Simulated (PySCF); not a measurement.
Te(SMe)(GeH3) (CH₆GeSTe), SMILES CS[Te][GeH3]. Atoms are numbered in the order given.

```xyz
10

Te     0.3676     0.1861     0.9083
S      1.6651     0.4422    -1.1202
C      2.0813    -1.2730    -1.5382
H      2.6918    -1.7426    -0.7551
H      2.6700    -1.2175    -2.4670
H      1.1803    -1.8740    -1.7236
Ge    -1.8148    -0.1166    -0.4110
H     -1.6320    -1.2801    -1.4010
H     -2.9376    -0.4488     0.5907
H     -2.1409     1.1775    -1.1721
```
Charge 0, spin multiplicity 1.

Geometry: PBE0-D3(BJ)/def2-SVP. The structure was generated by enumeration, and PubChem lists no compound with its InChIKey, so it may never have been made. The def2 effective core potentials stand for the cores of Te; spin–orbit coupling is left out. The values are those of a single conformer.

The numbers are results of PBE/def2-TZVP (PySCF), not measurements.

ESP charges are fitted to the potential on shells at 1.4 to 2.0 van der Waals radii. Atomic charges (e):

```tsv
atom	ESP fit	Löwdin
Te1	0.02	0.11
S2	-0.12	0.20
C3	-0.36	-0.56
H4	0.13	0.11
H5	0.19	0.12
H6	0.12	0.11
Ge7	-0.08	0.09
H8	0.03	-0.06
H9	0.04	-0.05
H10	0.02	-0.05
```
